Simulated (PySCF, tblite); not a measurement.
Isomers of [C5H16N2P]+ (charge +1), one GFN2-xTB conformer each. Single-point energies are computed at PBE0/pcSseg-1 (PySCF, gas phase, no added dispersion term), electronic only.

Problem. Rank them by PBE0/pcSseg-1 energy, lowest first (kJ/mol).
A. `[CH3:1][CH2:2][P@@+:3]([CH3:4])([NH2:5])[N:6]([CH3:7])[CH3:8]` (charge +1) with C1–C2–P3–C4 -177°, C2–P3–N5–H 179° and -46°, C2–P3–N6–C7 74°
B. `[CH3:1][CH2:2][P+:3]([CH3:4])([NH:5][CH3:6])[NH:7][CH3:8]` (charge +1) with C1–C2–P3–C4 -50°, C2–P3–N5–C6 -173°, C2–P3–N7–C8 71°

Solution. B (0.0), A (2.0).

Neighbours under 21 kJ/mol apart (CC[P+](C)(NC)NC and CC[P@@+](C)(N)N(C)C) can change places with a better method, another conformer or zero-point energy. GFN2-xTB itself gives, in the same order: 8.1, 0.0. GFN2-xTB puts CC[P@@+](C)(N)N(C)C lowest instead.

Problem. Which frontier levels and rotational constants go with these structures?

Solution. 
```tsv
SMILES	HOMO (eV, PBE0/pcSseg-1)	LUMO (eV)	A, B, C (MHz)
CC[P+](C)(NC)NC	-11.86	-3.27	1709, 1460, 1044
CC[P@@+](C)(N)N(C)C	-11.46	-3.32	1805, 1497, 1232
```

Problem. What happens when harmonic zero-point energies from GFN2-xTB frequencies are added?

Solution. 
```tsv
SMILES	ZPE (kJ/mol)	electronic (kJ/mol)	with ZPE (kJ/mol)
CC[P+](C)(NC)NC	548.7	0.0	0.0
CC[P@@+](C)(N)N(C)C	548.2	2.0	1.5
```

The zero-point energies span 0.5 kJ/mol. The order is unchanged.

Problem. As an exercise, what shares would exp(−E/RT) give at 2000 K from these electronic energies alone (no entropy, no degeneracies)?

Solution. RT = 16.629 kJ/mol: CC[P+](C)(NC)NC 53.0 %, CC[P@@+](C)(N)N(C)C 47.0 %.
